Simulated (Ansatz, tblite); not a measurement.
Isomers of Ga₃H₅ (singlet), found by a short tight-binding search and relaxed with r2SCAN-D4/def2-SVP in Ansatz.

The xTB rows come from tblite. LC-ωPBE has ω = 0.4 bohr⁻¹. HSE06 is defined as in plane-wave codes, on full-range PBE exchange. Correlated methods freeze 27 core orbitals; core or outer-core shells of Ga are correlated, in sets that lack core-valence functions.

Other spin states weren't relaxed.

A:

Cartesian coordinates in Å:
```
Ga -0.580 1.006 0.479
Ga 1.300 -0.063 -0.843
Ga -0.592 -1.367 -0.453
H -1.031 2.007 1.597
H -1.800 -2.248 -0.856
H 2.384 0.607 -1.723
H 1.212 0.732 0.693
H -0.893 -0.673 1.106
```

B:

```xyz
8

Ga    0.483   -1.262    0.055
Ga   -0.895    0.926   -0.408
Ga    1.135    0.917    0.956
H    -2.192    1.330   -1.193
H     0.394   -2.781   -0.325
H     2.150    1.738    1.821
H    -1.151   -0.627    0.466
H     0.076   -0.241   -1.372
```

C:

```csv
atom,x (Å),y (Å),z (Å)
Ga1,-0.928,0.915,-1.473
Ga2,-0.202,-1.048,0.423
Ga3,1.357,1.300,0.574
H4,0.380,1.969,-0.794
H5,0.746,-0.298,-0.785
H6,-1.365,-1.858,-0.224
H7,-0.685,0.570,0.686
H8,0.697,-1.550,1.593
```

Question: Estimate their order by electronic energy at CCSD(T)/def2-TZVP, counted from the lowest.

Answer: A (0.0) < B (3.0) < C (6.7), in kcal/mol.

Question: Do the other levels pick the same lowest one?

Answer: Not GFN1-xTB, GFN2-xTB, HF/def2-TZVP, PBE-D4/def2-TZVP. Energies above each level's lowest (kcal/mol):

```json
{"level": "GFN1-xTB", "A": "39.4", "B": "29.8", "C": "0.0"}
{"level": "GFN2-xTB", "A": "70.2", "B": "43.6", "C": "0.0"}
{"level": "HF/def2-TZVP", "A": "1.5", "B": "0.0", "C": "3.1"}
{"level": "PBE-D4/def2-TZVP", "A": "1.0", "B": "3.6", "C": "0.0"}
{"level": "r2SCAN-D4/def2-TZVP", "A": "0.0", "B": "3.4", "C": "5.7"}
{"level": "PBE0-D4/def2-TZVP", "A": "0.0", "B": "2.0", "C": "2.3"}
{"level": "HSE06-D4/def2-TZVP", "A": "0.0", "B": "2.0", "C": "2.4"}
{"level": "LC-ωPBE/def2-TZVP", "A": "0.0", "B": "0.2", "C": "7.9"}
{"level": "MP2/def2-TZVP", "A": "0.0", "B": "3.8", "C": "10.7"}
{"level": "CCSD/def2-TZVP", "A": "0.0", "B": "2.0", "C": "5.9"}
{"level": "CCSD(T)/def2-TZVP", "A": "0.0", "B": "3.0", "C": "6.7"}
```
Point groups (tolerance 0.1 Å): A Cs, B C2v, C C2v. Lower isomers may exist.
